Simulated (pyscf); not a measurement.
This saddle point was located with ωB97X-D3(BJ)/def2-SVP in PySCF.

```xyz
6

N     -0.8358     0.7045     0.6971
Si     0.5886     0.0959    -0.0962
H     -0.6065     1.4572     1.3580
H     -0.2826     1.3517    -0.5043
H      0.3543    -1.1557    -0.8578
H      1.9307     0.1047     0.5593
```
Charge 0, spin multiplicity 2.

Surface: doublet, charge 0. Lowest wavenumbers (cm⁻¹): 1868i, 514, 608, 716, 797.

**Question.** Which two sides does it connect, and which bonds change?

**Answer.** `[NH][SiH3]` [doublet] ⇌ `[NH2][SiH2]` [doublet], a hydrogen shift read from left to right: H–Si broken and H–N formed. At CCSD(T)/def2-TZVPP + ΔMP2(QZVPP) it lies +127.2 kJ/mol from the left side and +219.6 kJ/mol from the right (each side as separated species at their lowest minima found). One saddle was located; it need not be the lowest between these sides. The CCSD(T) − MP2 part came from Ansatz, without density fitting, on the same reference.
